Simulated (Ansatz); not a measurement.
Total energies of ClH2MoNS2 (`[NH2][Mo](=[S])(=[S])[Cl]`).

```xyz
7

N    -0.896    0.090   -0.828
Mo    0.493   -0.041    0.460
S     2.284   -0.439   -0.550
S     0.020   -1.603    1.773
Cl    0.674    1.892    1.604
H    -0.737    0.334   -1.795
H    -1.839   -0.232   -0.664
```

Total charge 0; spin multiplicity 1. Correlated methods include outer-core shells of Mo, which these sets cover unevenly. Mo takes the def2 core potential. The geometry is a stationary point of PBE0-D4/def2-TZVP. It is one conformer, not always the lowest. Basis def2-TZVPP, Ansatz.

RPA on PBE orbitals: Hartree–Fock energy of these orbitals -1377.78642 Eh, correlation -2.00475 Eh (frozen core).

```
             functional  energy without D4 (Eh)  D4 term (kJ/mol)
            LDA (SPW92)             -1376.24729                 –
                 revPBE             -1380.83378             -69.8
                   PBE0             -1380.49172             -26.2
                  B3LYP             -1381.07060             -49.9
                r2SCAN0             -1380.84059              -8.5
HSE06 (plane-wave form)             -1380.46724             -25.0
              CAM-B3LYP             -1380.94158             -27.5
                ωB97X-V             -1380.72158                 –
                 B2PLYP             -1380.51092                 –
               PBE-QIDH             -1380.17825                 –
```

Give the same for PBE, BLYP, r2SCAN, B97M-V, r2SCANh, BHLYP, LC-ωPBE, ωB97M-V. (An estimate is asked.)

Computed: 
| functional | energy without D4 (Eh) | D4 term (kJ/mol) |
| --- | --- | --- |
| PBE | -1380.46288 | -30.3 |
| BLYP | -1380.98263 | -63.6 |
| r2SCAN | -1380.94363 | -6.8 |
| B97M-V | -1380.68315 | – |
| r2SCANh | -1380.90170 | -7.6 |
| BHLYP | -1380.80600 | -45.8 |
| LC-ωPBE | -1380.57653 | – |
| ωB97M-V | -1380.80194 | – |

B3LYP takes the VWN-RPA correlation (the form of Gaussian; ORCA's B3LYP/G). HSE06 is the plane-wave form, built on full-range PBE exchange. The double hybrids freeze the cores in their second-order part.

LC-ωPBE has ω = 0.4 bohr⁻¹.
